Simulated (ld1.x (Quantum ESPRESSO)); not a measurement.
# K: one change to a TM potential, before and after

| Quantity | Value |
| --- | --- |
| Element | K |
| Generator | ld1.x (Quantum ESPRESSO) 7.5 |
| Type | norm-conserving Troullier–Martins (Kleinman–Bylander form) |
| Functional | PBE |
| Relativity | scalar-relativistic |
| Frozen core | [Ne] |
| Valence charge | 9 |
| Reference configuration | 3s2 3p6 4s1 4p0 |
| Partial waves | 3s (bound): rc 1.25 bohr; 3d channel at 0.45 Ry: rc 1.00 bohr; 4f channel at -0.05 Ry: rc 1.00 bohr; 3p (bound): rc 1.30 bohr |
| Local potential | the p channel |
| Core correction | none |

Occupied shells without a wave of their own: 4s. They enter only through the test configuration that unscreens the potential.

All-electron outer shells of the reference configuration (PBE, scalar-relativistic, ld1.x):

```csv
shell,level (eV),outermost node (bohr),outermost maximum (bohr)
2s,-353.41,0.11,0.32
2p,-280.12,–,0.26
3s,-35.34,0.48,1.08
3p,-18.81,0.45,1.15
4s,-2.32,1.59,4.18
4p,-0.80,1.88,5.71
```

Change: wave 3p (bound): rc 1.30 bohr becomes 3p (bound): rc 1.52 bohr.

Cutoffs: the cutoffs (Ry, on a coarse ladder) from which the occupation-weighted sum of valence levels, in a spherical-Bessel basis at the reference potential, stays within 10 and 1 mRy of its value at 400 Ry; they do not see the model core or the augmentation charge, which bear on the density cutoff. Errors are all-electron minus pseudo energies relative to the spin-unpolarised reference configuration.

Task: What does the change do?

Result: The potential gets neither clearly harder nor softer (70 Ry and 110 Ry → 70 Ry and 100 Ry); of the 5 tests that both files solve, the error grows in 5 and shrinks in 0 by more than 15 % and 0.3 meV (median size 11.0 → 14.2 meV); neither file shows a bound ghost. More of the atom is replaced by a form fitted at one configuration, so other configurations suffer.

| quantity | base | changed |
| --- | --- | --- |
| cutoff, loose | 70 Ry | 70 Ry |
| cutoff, tight | 110 Ry | 100 Ry |
| loose cutoff by channel (10 mRy a level) | s 55 Ry, p 21 Ry | s 50 Ry, p 21 Ry |
| bound ghosts | none | none |
| error for 3s2 3p6 4s0 4p0, meV [ΔE 4.31 eV] | -18 | -23 |
| error for 3s2 3p6 4s0.5 4p0, meV [ΔE 1.64 eV] | -7.0 | -8.7 |
| error for 3s2 3p6 4s0 4p1, meV [ΔE 1.55 eV] | -11 | -13 |
| error for 3s1 3p6 4s1 4p0, meV [ΔE 41.99 eV] | +11 | +17 |
| error for 3s2 3p5 4s1 4p0, meV [ΔE 24.93 eV] | +12 | +14 |
